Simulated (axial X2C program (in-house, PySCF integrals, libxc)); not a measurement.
What spin–orbit coupling does to ReH

Computed with an axial X2C code built on PySCF integrals. Spin-free means the one-electron spin-free X2C Hamiltonian; two-component (2c) means X2C with spin–orbit coupling and atomic mean-field two-electron Coulomb and Gaunt terms, so the difference of the two also holds small scalar two-electron terms. Basis: Re dyall-cv3z [13s14p9d7f4g], H dyall-v3z [6s2p1d] (cores contracted in-house); Gaussian nuclei, density fitting, unrestricted open shells. Masses: Re 186.956 u, H 1.008 u.

Spin-free state: M_S = 2, Λ = 0 (beyond evenly filled blocks: π+α, π-α, δ+α, δ-α); fragments Re + H.

| level | Re (Å) | ωe (cm⁻¹) | De (eV) | μ (D) |
| --- | --- | --- | --- | --- |
| PBE0 | 1.626 | 2134.5 | 2.230 | -1.26 |
| HF | 1.718 | 1699.7 | 0.945 | 0.03 |
| CCSD | 1.629 | 2095.7 | 1.925 | n/a |
| CCSD(T) | 1.625 | 2110.7 | 1.955 | n/a |
| PBE | 1.633 | 2103.1 | 2.436 | -1.08 |

Correlated methods: 8 electrons correlated (number of frozen shells: Re 5 s, 4 p, 2 d, 1 f; H none), 246 virtual spin orbitals or spinors in MP2, 87 natural virtuals in coupled cluster.

Dipoles are positive if H is the positive end.

Two-component determinant lowest at the distance of the search:

Ω = 2 (⟨Sz⟩ = 2.05, ⟨Lz⟩ = -0.05 at HF); fragments Re + H.

```tsv
level	Re (Å)	ωe (cm⁻¹)	De (eV)	μ (D)
PBE0	1.628	2119.8	2.195	-1.22
HF	1.712	1734.9	1.030	-0.13
CCSD	1.639	2043.4	1.875	n/a
CCSD(T)	1.636	2055.2	1.896	n/a
PBE	1.634	2092.0	2.393	-1.05
```

Q: From the two tables, how do the constants change at the CCSD(T) level (2c against spin-free)?

A: At the CCSD(T) level Re goes up by 0.011 Å and ωe drops by 55.5 cm⁻¹; De changes by -0.059 eV.

The state is a single determinant with fixed occupations, the lowest that a limited PBE0 search found. Dissociation energies refer to the lowest single-determinant-based atoms at the same level and basis. Density functionals use the spin component along the axis (collinear). Coupled cluster ran in a truncated set of natural virtual spinors; the MP2 energy of the rest was added. (T) has no such correction and the atoms are truncated less, which lowers De at CCSD(T) by a hundredth of an eV or more. With several unpaired electrons one determinant need not be a pure state. Open-shell Ω = 0 determinants with evenly filled partner blocks cannot be reached by this program, so the Ω shown need not be the lowest component. The determinant is spin-polarised beyond a pure state at some levels (its spin-free form has ⟨S²⟩ too high), which makes Re and μ there less reliable. The T1 diagnostic is large, a sign of multireference character.
